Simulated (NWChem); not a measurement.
System: C₃H₂F₃, doublet; SMILES C=[C]C(F)(F)F

Parts of the log:

```
             Northwest Computational Chemistry Package (NWChem) 7.3.0
             --------------------------------------------------------

 C1  symmetry detected

                             Geometry "geometry" -> ""
                             -------------------------

 Output coordinates in angstroms (scale by  1.889725989 to convert to a.u.)

  No.       Tag          Charge          X              Y              Z
 ---- ---------------- ---------- -------------- -------------- --------------
    1 C                    6.0000    -0.05030812     2.22456782     0.00048247
    2 C                    6.0000    -0.51893178     1.02444646     0.00622556
    3 C                    6.0000    -0.05167797    -0.36164714     0.00101868
    4 F                    9.0000    -0.47295350    -1.04257723    -1.07485560
    5 F                    9.0000    -0.45543235    -1.04537089     1.08040033
    6 F                    9.0000     1.30717049    -0.45355914    -0.01023681
    7 H                    1.0000    -0.69918037     3.08798885     0.00675480
    8 H                    1.0000     1.01562583     2.46137357    -0.01088634

 Effective nuclear repulsion energy (a.u.)     239.6733380018

                                Z-matrix (autoz)
                                --------

 Units are Angstrom for bonds and degrees for angles

[...]

      ----------------------
      Optimization converged
      ----------------------

  Step       Energy      Delta E   Gmax     Grms     Xrms     Xmax
  ---- ---------------- -------- -------- -------- -------- --------
@    6    -414.21857982 -4.1D-07  0.00004  0.00002  0.00030  0.00076
                                     ok       ok       ok       ok

                                Z-matrix (autoz)
                                --------

 Units are Angstrom for bonds and degrees for angles

[...]

 Rotational Constants
 --------------------
 A=   0.189077 cm-1  (  0.272034 K)
 B=   0.095706 cm-1  (  0.137697 K)
 C=   0.095089 cm-1  (  0.136809 K)

 Temperature                      =   298.15K
 frequency scaling parameter      =   1.0000

 Zero-Point correction to Energy  =   27.693 kcal/mol  (  0.044132 au)
 Thermal correction to Energy     =   31.274 kcal/mol  (  0.049839 au)
 Thermal correction to Enthalpy   =   31.867 kcal/mol  (  0.050783 au)

 Total Entropy                    =   76.208 cal/mol-K
   - Translational                =   39.548 cal/mol-K (mol. weight =  95.0109)
   - Rotational                   =   26.330 cal/mol-K (symmetry #  =        1)
   - Vibrational                  =   10.330 cal/mol-K

 Cv (constant volume heat capacity) =   19.185 cal/mol-K
   - Translational                  =    2.979 cal/mol-K
   - Rotational                     =    2.979 cal/mol-K
   - Vibrational                    =   13.226 cal/mol-K

[normal modes left out]

 ----------------------------------------------------------------------------
 Normal Eigenvalue ||           Projected Infra Red Intensities
  Mode   [cm**-1]  || [atomic units] [(debye/angs)**2] [(KM/mol)] [arbitrary]
 ------ ---------- || -------------- ----------------- ---------- -----------
    1       -0.000 ||    0.000400           0.009         0.390       0.085
    2       -0.000 ||    0.000032           0.001         0.031       0.007
    3       -0.000 ||    0.000639           0.015         0.622       0.135
    4       -0.000 ||    0.000540           0.012         0.527       0.114
    5        0.000 ||    0.000608           0.014         0.593       0.129
    6        0.000 ||    0.000088           0.002         0.086       0.019
    7       95.990 ||    0.001728           0.040         1.685       0.365
    8      195.970 ||    0.001033           0.024         1.007       0.219
    9      330.529 ||    0.000500           0.012         0.488       0.106
   10      426.309 ||    0.001600           0.037         1.560       0.338
   11      498.608 ||    0.000346           0.008         0.337       0.073
   12      564.993 ||    0.007392           0.171         7.206       1.563
   13      610.430 ||    0.010470           0.242        10.207       2.214
   14      656.444 ||    0.004383           0.101         4.273       0.927
   15      828.834 ||    0.000532           0.012         0.519       0.113
   16      932.094 ||    0.039144           0.903        38.159       8.279
   17      988.717 ||    0.011424           0.264        11.137       2.416
   18     1215.804 ||    0.280581           6.473       273.524      59.341
   19     1245.853 ||    0.340172           7.848       331.617      71.944
   20     1271.151 ||    0.291947           6.735       284.605      61.745
   21     1386.532 ||    0.119919           2.767       116.903      25.362
   22     1801.976 ||    0.019585           0.452        19.093       4.142
   23     3108.696 ||    0.000749           0.017         0.730       0.158
   24     3222.090 ||    0.000974           0.022         0.949       0.206
 ----------------------------------------------------------------------------
```

Level: PBE0/def2-SVP, spin-unrestricted. 

Task: Which NWChem input produces such a log?

Result: This is not unique; one that fits is the input that was run:
```
start job
memory heap 200 mb stack 900 mb global 1100 mb
geometry units angstroms
  C     -2.186484    -0.618774     0.412137
  C     -0.942780    -0.773052     0.113254
  C      0.275320     0.018174    -0.059380
  F      0.776701    -0.073200    -1.299909
  F      1.249980    -0.345849     0.785064
  F      0.069652     1.346413     0.160905
  H     -2.868054    -1.455429     0.457316
  H     -2.642373     0.347246     0.638835
end
basis spherical
  * library def2-svp
end
dft
  odft
  mult 2
  xc pbe0
  iterations 150
end
driver
  maxiter 120
end
task dft optimize
task dft freq
```
